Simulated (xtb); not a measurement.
AlCl2H3O2Si, SMILES [OH][Al]([OH])[SiH](Cl)Cl. All values are semi-empirical tight-binding results from xtb (GFN2-xTB unless named), good for trends rather than for accurate numbers. Coordinates come from a GFN2-xTB optimisation. The structure was generated by enumeration; whether it is a known compound was not checked. The values are those of a single conformer.

Optimised geometry:

```xyz
9

Si    -0.7117    -0.4730    -0.0969
Cl    -1.5153    -0.0825     1.7340
Cl    -1.6067     0.7849    -1.4272
Al     1.6791    -0.1517    -0.1156
O      2.4562    -1.5827     0.1125
O      2.1830     1.3980    -0.3256
H     -1.2784    -1.7871    -0.4480
H      2.9420    -2.3838     0.2494
H      2.4320     2.3029    -0.4533
```
Charge 0, spin multiplicity 1.

For metal compounds this method's bond lengths and energies can be far off.

```
Item                                           Value
-------------------------------------  -------------
orbital gap                                  4.01 eV
zero-point energy                      23.9 kcal/mol
G − E(el) at 298.15 K (modified RRHO)   0.7 kcal/mol
```

Q: Give the atomic charges and the Wiberg bond orders between heavy atoms. (Estimate from the structure and the level; the computed values follow.)

A: charges (e) Si1 0.50, Cl2 -0.25, Cl3 -0.26, Al4 0.35, O5 -0.47, O6 -0.45, H7 -0.05, H8 0.31, H9 0.32. Bond orders Si1–Cl2 1.08, Si1–Cl3 1.06, Si1–Al4 0.79, Al4–O5 1.39, Al4–O6 1.42.
